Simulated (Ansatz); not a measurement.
Several settings on one geometry of FeCl₃ (that of the charge 0 sextet, r2SCAN-D4/def2-SVP). Ansatz on 4 threads of Arm Neoverse V1 on a shared host; times are rough.

```xyz
4

Fe   -0.0004    0.0000    0.0091
Cl    2.1438   -0.0266    0.0201
Cl   -1.0487    1.8706   -0.0168
Cl   -1.0948   -1.8440   -0.0124
```

Totals from different functionals, basis sets or treatments of relativity can't be compared as stabilities.

The spins typed aren't always the lowest for that charge.

Question: Give the basis size and estimate the energy, ⟨S²⟩, dipole and time of these runs.

```tsv
run	method	charge	state	further keys
1	UKS B3LYP5/pcseg-2	0	sextet	final_grid: {core_spheres: 8, valence_spheres: 7, degree: 23}; point_charges: [{charge: 1.00, position_ang: [5.765, 0.969, -0.403]}]; scf: {lower_state_search: off}; forces asked
2	UKS BLYP-D3(BJ)/aug-cc-pVDZ	0	octet	scf: {omitted_lower_state_checks: [starts]}; forces asked
3	UKS BLYP-D4/def2-SVPD	0	sextet	pseudopotentials: {relativity: none}; scf: {lower_state_search: off}
```

Answer: 
```
run  functions  energy (Eh)   ⟨S²⟩  dipole (D)  wall time
  1        158   -2644.3442   8.76        2.40      2.8 s
  2        140   -2644.3465  15.76        0.18      5.5 s
  3        115   -2643.9506   8.76           –      1.2 s
```
